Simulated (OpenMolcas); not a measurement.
## What dynamic correlation does to the levels of Nd4+

```yaml
Program: OpenMolcas 26.06
Basis: ANO-RCC-VTZP [8s7p5d3f2g1h]
Scalar_Hamiltonian: DKH2, point nucleus
Active_space: 2 electrons in 14 orbitals (4f 5f)
State_averaging: 2S+1 = 3 even, 18 roots; 2S+1 = 1 even, 27 roots
Spin-orbit_coupling: state interaction with AMFI integrals over the reference wave functions, term energies averaged over their components
```

Methods on the same reference wave functions:
A. CASSCF
B. SS-CASPT2, IPEA 0.25 Eh, imaginary shift 0.1 Eh (closed shells correlated: 5s 5p)

Energies in cm⁻¹ above 4f² ³H₄, the measured ground level; measured values from the list in Carvajal Gallego et al., Mon. Not. R. Astron. Soc. 518, 332 (2023).

```tsv
Level	A	B	Measured
4f² ³H₄	0.0	0.0	0.0
4f² ³H₅	3006	3010	2834
4f² ³H₆	6132	6140	5743
4f² ³F₂	7718	6440	5894
4f² ³F₃	9650	8410	7785
```

Deviations, from unrounded energies. A percentage is the sum of absolute deviations over the sum of measured energies, with the sign that they share, or ± where signs differ.

```csv
Against measurement,Levels,A,B
mean absolute deviation (cm-1),4,1100,430
fine structure of the ground term (%),2,+6.5,+6.7
other terms of the ground configuration (%),2,+27.0,+8.5
```

B lies closest to measurement on these levels. The largest miss of B in the table is 4f² ³F₃, by +620 cm-1. The ranking rests on the paired levels alone, and a cruder setting can come out closer through cancelling errors.

The lowest spin-free term lies below A's lowest term by 0.234 hartree in B.

CASPT2 breaks the degeneracy within a term, and the mean is taken; among the terms shown or strongly mixed into the levels shown the widest spread is 33 cm-1 (4f² ³H, B). Active for correlation alone: 5f; no level in the range computed is led by a configuration that fills it, so any true level of that kind is missing. Without dynamic correlation excited terms often stand tens of per cent too high (terms of higher spin than the ground term too low), and those without a measured partner can miss by more than the paired ones (holds for A). Computed and measured levels are paired by configuration, term and J; levels that our copy of the source lacks, or whose pairing is in doubt (as where it misses far off the trend of its configuration), stay unpaired and out of the deviations. Levels of configurations outside the active space are missing. Levels that lie high or do not pair safely by name in every column are left out.
